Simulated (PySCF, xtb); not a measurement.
C2H9FSi2, SMILES CC[SiH2][SiH2]F.

GFN2-xTB run with xtb 6.7.1 at its own geometry gives an orbital gap of 4.41 eV and a dipole moment of 1.73 D.

The structure is a stationary point at PBE0-D3(BJ)/def2-SVP. The structure was generated by enumeration, and PubChem lists no compound with its InChIKey, so it may never have been made. Other conformers were not sampled.

Q: What does PBE/def2-TZVP (PySCF) give? (An estimate is asked for; the answer gives what the named calculation found.)

A: gap 5.40 eV (levels -6.80 and -1.40 eV), dipole 1.48 D.
